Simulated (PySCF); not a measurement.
PySCF input file for SnClBr, SMILES [Cl][Sn][Br] (connectivity only; charge and spin as stated), neutral, multiplicity 1, PBE0-D3(BJ)/def2-TZVP. Geometry: PBE0-D3(BJ)/def2-TZVP. The def2 effective core potentials stand for the cores of Sn; spin–orbit coupling is left out.

```python
import numpy as np
from pyscf import gto, scf, dft, df
from pyscf.hessian import thermo

mol = gto.M(
    atom='''
    Sn    0.68663457   -0.57087793    0.00000000
    Cl   -1.29050315   -1.86609297    0.00000000
    Br   -0.35409072    1.72192792    0.00000000
    ''',
    basis='def2-TZVP',
    ecp={'Sn': 'def2-tzvp'},
    charge=0,
    spin=0,
    max_memory=1600,
    verbose=3,
)
mf = dft.RKS(mol, xc='pbe0').density_fit(auxbasis='def2-universal-jkfit')
mf.disp = 'd3bj'
mf.grids.level = 3
mf.conv_tol = 1e-11
mf.max_cycle = 100
mf.kernel()

# [left out here: the lines that compute and print the analytic Hessian (its translational invariance restored by hand, since the grid's response is missing), thermochemistry and intensities]
```

Output:

```
converged SCF energy = -3248.3517003847

WARN: DFTD3 does not support analytical Hessian, using finite difference


WARN: Mole.unit (angstrom) is changed to Bohr

Mode                                 0                   1                   2
Irrep
Freq [cm^-1]                      100.7269            243.1947            348.9285
Reduced mass [au]                  48.0255             92.2160             42.4129
Force const [Dyne/A]                0.2871              3.2134              3.0424
Char temp [K]                     144.9235            349.9031            502.0305
Normal mode                   x     y     z       x     y     z       x     y     z
       0  Sn                 0.04 -0.00  0.00    0.02 -0.05 -0.00   -0.04 -0.02  0.00
       1  Cl                -0.04  0.12 -0.00    0.00  0.01 -0.00    0.12  0.08 -0.00
       2  Br                -0.04 -0.05 -0.00   -0.04  0.08 -0.00    0.00 -0.01 -0.00
temperature 298.1500 [K]
pressure 101325.00 [Pa]
Rotational constants [GHz] 4.06181 1.26547 0.96486
Symmetry number 1
Zero-point energy (ZPE) 0.00158 [Eh]   4144.164 [J/mol]
                           tot       elec      trans        rot        vib
Entropy [J/mol/K]       323.030      0.000    176.786    119.505     26.738
Cv [J/mol/K]             47.119      0.000     12.472     12.472     22.175
Cp [J/mol/K]             55.433      0.000     20.786     12.472     22.175
Internal energy [J/mol]                      3718.434   3718.434   8323.454
Internal energy [Eh]   -3248.34570  -3248.35170
Enthalpy [J/mol]                             6197.391   3718.434   8323.454
Enthalpy [Eh]          -3248.34475
Gibbs free energy [J/mol]                  -46511.446 -31912.037    351.427
Gibbs free energy [Eh] -3248.38144
mode   freq/cm-1   IR/(km/mol)
   1      100.73         1.633
   2      243.19        45.317
   3      348.93        70.355
max |gradient| / (hartree/bohr): 7.274224984735722e-05
APT charges: [ 1.1907 -0.612  -0.5788]
```

The run converged.
